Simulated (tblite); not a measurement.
Species: C5H8N2S.
Structure used (GFN2-xTB), in Å, numbered top down from 1:
```
atom  x, y, z in Å
C1    -1.1690    1.2182   -0.6114
C2    -0.8038   -0.2317   -0.2897
C3    -1.3021   -0.6192    1.1034
C4     0.6781   -0.3942   -0.3495
N5     1.4893    0.3110    0.4769
C6     2.7167    0.0052    0.2417
S7     2.8672   -1.1716   -1.0193
N8     1.2460   -1.2149   -1.1924
H9    -0.7178    1.8833    0.1209
H10   -2.2486    1.3440   -0.5857
H11   -0.8097    1.4937   -1.6003
H12   -1.2392   -0.8991   -1.0390
H13   -1.0379   -1.6491    1.3324
H14   -0.8512    0.0302    1.8498
H15   -2.3835   -0.5179    1.1530
H16    3.5578    0.4210    0.7570
```

Method: GFN2-xTB as coded in tblite; computed harmonic values from a numerical Hessian at the method's own geometry, unscaled. The method is semi-empirical: single wavenumbers can be off by several per cent or more. One conformer, not necessarily the lowest.

Harmonic wavenumbers (cm⁻¹): 34.4, 125.6, 178.4, 203.3, 244.6, 298.8, 352.9, 461.4, 479.0, 612.0, 681.9, 713.9, 779.5, 787.4, 868.5, 918.7, 948.5, 975.4, 987.0, 1060.3, 1132.8, 1137.3, 1177.9, 1291.2, 1300.8, 1332.1, 1396.2, 1410.0, 1437.3, 1485.7, 1491.9, 1494.9, 1504.5, 1521.1, 2959.5, 3032.9, 3037.6, 3038.1, 3039.7, 3044.2, 3047.2, 3172.8.

A = 4099, B = 1119, C = 1082 MHz; mass 128.041 u (most abundant isotopes); point group Cs, symmetry number 1.

Problem. Zero-point energy?

Solution. ½Σν̃ = 27599 cm⁻¹ = 330.16 kJ/mol.

Problem. Entropy at 350 K, 1 bar (ideal gas, RRHO, classical rotation)?

Solution. Translation 172.71, rotation 121.50, vibration 106.69: S = 400.9 J/(mol K).

Problem. And Cp and H(350 K) − H(0)?

Solution. Cp = 151.03 J/(mol K), of which vibrations give 117.77 (their classical limit is 42 R = 349.2); H(350 K) − H(0) = 31.51 kJ/mol without the zero-point energy, 19.87 from vibrations.

Problem. Which modes carry the vibrational entropy at 350 K?

Solution. 34.4 cm⁻¹: 24.59; 125.6 cm⁻¹: 13.90; 178.4 cm⁻¹: 11.08; 203.3 cm⁻¹: 10.04; 244.6 cm⁻¹: 8.61; 298.8 cm⁻¹: 7.11 J/(mol K); the other 36 give 31.36 together.

Problem. Blend soft modes into free rotors: weight 1/[1 + (100 cm⁻¹/ν̃)⁴] for the oscillator and the rest for a rotor with moment μB/(μ + B), μ = h/(8π²ν), B = 10⁻⁴⁴ kg m². What vibrational entropy results?

Solution. 98.55 J/(mol K) in place of 106.69, which changes −T·S at 350 K by +2.85 kJ/mol.

Problem. What must be added to the electronic energy to get the Gibbs energy at 350 K and 1 bar?

Solution. ZPE + [H(350 K) − H(0)] − T·S = 330.16 + 31.51 − 140.31 = 221.36 kJ/mol.

Hindered rotation and anharmonicity are outside this model. Other conformers, if any are populated, would add a mixing term that is left out.
